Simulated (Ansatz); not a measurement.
Coupled-cluster run, CH5BFNO (`COB(N)F`).

```yaml
crystal:
  periodic: [false, false, false]
  atoms:
    - {symbol: C, position_ang: [-1.333487, 0.262988, -0.477808]}
    - {symbol: O, position_ang: [-0.091814, 0.111297, -1.118477]}
    - {symbol: B, position_ang: [1.035082, -0.141823, -0.402106]}
    - {symbol: N, position_ang: [1.089136, -0.275292, 0.995149]}
    - {symbol: F, position_ang: [2.166444, -0.269425, -1.105158]}
    - {symbol: H, position_ang: [-1.324818, 1.107422, 0.220802]}
    - {symbol: H, position_ang: [-1.619256, -0.645278, 0.064942]}
    - {symbol: H, position_ang: [-2.085375, 0.457331, -1.242637]}
    - {symbol: H, position_ang: [0.293193, -0.194884, 1.599407]}
    - {symbol: H, position_ang: [1.953894, -0.463235, 1.468787]}
basis:
  gaussian: {orbitals: def2-TZVPP}
correlation: {method: ccsd_t}
output: {orbitals: {seedname: orbitals}}
```

```sh
$ ansatz run in.yaml --threads 4 --pin off --events-out ev --progress --plain
```

The program prints (abridged):

```
Functional definition: HF
1375 factors; integrals over basis functions are off by at most 1.7e-3 eV
mean field evaluation 1: about -8009.6880 eV, gradient 4.5e1 eV
mean field evaluation 2: about -8009.8800 eV, gradient 4.6e1 eV
mean field evaluation 4: about -8013.7645 eV, gradient 3.5e0 eV
mean field evaluation 8: about -8013.8073 eV, gradient 2.8e-1 eV
mean field -8013.80749966 eV, -294.5019936585 hartree, gradient 1.4e-6 eV, S^2 0.000000; 0 other end points of the search recorded, 0 dependent functions left out
5 core orbitals not correlated: weight in the atoms' cores, before any rotation towards them, 1.000 or more for the frozen orbitals, at most 0.000 for the correlated occupied ones
reference -8013.80749966 eV, -294.5019936585 hartree; 15, 15 occupied and 205, 205 virtual orbitals, 1375 factors
second order -26.24196492 eV of doubles, -0.00000000 eV of singles
cycle   1  -26.29672349 eV  change   -5.5e-2 eV  update   9.7e-2
cycle   2  -26.82857772 eV  change   -5.3e-1 eV  update   2.7e-2
cycle   3  -26.94983910 eV  change   -1.2e-1 eV  update   1.4e-2
cycle   4  -26.93701510 eV  change    1.3e-2 eV  update   3.0e-3
cycle   5  -26.93545747 eV  change    1.6e-3 eV  update   1.2e-3
cycle   6  -26.93618315 eV  change   -7.3e-4 eV  update   3.8e-4
cycle   7  -26.93598683 eV  change    2.0e-4 eV  update   1.2e-4
cycle   8  -26.93589528 eV  change    9.2e-5 eV  update   3.8e-5
cycle   9  -26.93589615 eV  change   -8.7e-7 eV  update   1.5e-5
perturbative correction -0.93384444 eV, -0.0343181502 hartree
Total energy: -8041.67724025 eV, -295.5261877345 hartree
```

Run time 84 s (4 threads of a server CPU on a shared host); peak host memory 4 GiB.

MP2 recovers 94.2 % of the CCSD(T) correlation energy and the triples give 3.4 %; T1 = 0.0112.
